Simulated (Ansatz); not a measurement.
Program: Ansatz. Geometries: PBE0-D4/def2-TZVP. ΔE: electronic, gas phase. CCSD(T)/CBS adds triple-zeta CCSD(T) − MP2 to the extrapolated MP2 energy (def2 sets, frozen cores). This one scheme is used for every species. Functionals use def2-TZVPP. One conformer a species, not always the lowest.

Reaction (formal exchange of groups at the Si–C bond): `C#C[SiH2]CN` + `C#C` → `C#C[SiH2]C#C` + CH₃NH₂

`C#C[SiH2]CN`:

Cartesian coordinates in Å:
```
C -0.994 2.498 0.513
C -1.040 1.295 0.436
Si -1.045 -0.531 0.295
C 0.521 -1.052 -0.602
N 1.689 -0.522 0.088
H -0.965 3.561 0.587
H -1.107 -1.106 1.661
H -2.247 -0.942 -0.477
H 0.553 -2.147 -0.575
H 0.435 -0.768 -1.664
H 1.654 0.489 0.126
H 2.545 -0.777 -0.388
```

`C#C`:

```xyz
4

C     0.140   -0.259    0.521
C    -0.140    0.259   -0.521
H     0.390   -0.721    1.447
H    -0.390    0.721   -1.447
```

`C#C[SiH2]C#C`:

Cartesian coordinates in Å:
```
C -0.748 2.415 -0.623
C -0.149 1.371 -0.572
Si 0.771 -0.200 -0.512
C -0.016 -1.328 0.682
C -0.525 -2.085 1.470
H -1.280 3.338 -0.666
H 0.761 -0.824 -1.856
H 2.165 0.065 -0.088
H -0.978 -2.752 2.167
```

CH₃NH₂:

Z-matrix (Å, degrees):
```
C
N 1 1.453
H 1 1.092 2 109.4
H 1 1.100 2 115.4 3 -121.6
H 1 1.092 2 109.4 3 116.8
H 2 1.012 1 110.6 3 62.6
H 2 1.012 1 110.6 3 -179.3
```

CCSD(T)/CBS gives -0.45 eV.

(1) Another level gave -0.46 eV. Which?
A. SCS-MP2/def2-TZVPP
B. HF/def2-TZVPP
C. ωB97M-V/def2-TZVPP
D. CCSD(T)/def2-TZVPP

Largest T1 diagnostic among the species: 0.013.

Results:

(1) D. CCSD(T)/def2-TZVPP -0.46, SCS-MP2/def2-TZVPP -0.51, ωB97M-V -0.41, HF/def2-TZVPP -0.56 eV.

In def2-TZVPP, CCSD(T) changes the Hartree–Fock value by +0.10 eV (the triples alone add +0.01 eV) and MP2 by +0.07 eV. The D4 term adds +0.05 eV with B3LYP and +0.03 eV with PBE0; it sums over pairs of atoms, weighted by their polarisabilities, and B3LYP, whose exchange is more repulsive, gets the larger term.

B3LYP here is the variant with VWN-RPA as its local correlation; programs differ in this.
